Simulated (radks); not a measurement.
Problem. The mean radii <r> (bohr) of the occupied orbitals of an atom or ion are listed with their occupations. Method: scalar-relativistic Kohn-Sham, PBEsol, spin-polarised, spherical densities, point nucleus; computed with a radial shooting solver on a logarithmic mesh with Libxc functionals.

orbital  occ.      <r>
1s up       1  0.07293
1s down     1  0.07275
2s up       1   0.3200
2s down     1   0.3231
2p up       3   0.2790
6s up       1    3.489

Name the element and its charge. Open shells, if any, are filled with parallel spins first.

Solution. Z = 21, scandium, charge +13: Sc13+ in [He] 2s2 2p3 6s1. The 1s radius gives Z: for a bare nucleus <r> = (2 gamma + 1)/(2Z) with gamma = sqrt(1 - (Z/c)^2), 0.07087 bohr for Z = 21, and screening makes it slightly larger (0.07293 here). The occupations add up to 8, and the charge is Z minus that.
